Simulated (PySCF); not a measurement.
**Correlation energy of Br (bromine, neutral)**

[Ar] 3d10 4s1 4p6, 2S determinant (an excited configuration). Calculation: PySCF 2.14, in x2c-TZVPPall (6s5p4d1f, 48 functions); scalar relativity by spin-free X2C-1e. Frozen: [Ar] 3d10; 7 electrons correlated.

| level | correlation energy (mhartree) |
| --- | --- |
| CCSD | -275.61 |
| (T) | -30.77 |
| CCSD(T) | -306.38 |
| CCSDT | -302.90 |

Diagnostics: T1 = 0.020, D1 = 0.0421, largest double amplitude 0.231.

A double-excitation amplitude exceeds 0.15, a sign of near-degeneracy.

Cost of the coupled-cluster step: roughly 0.4 core-seconds, for 7 correlated electrons.
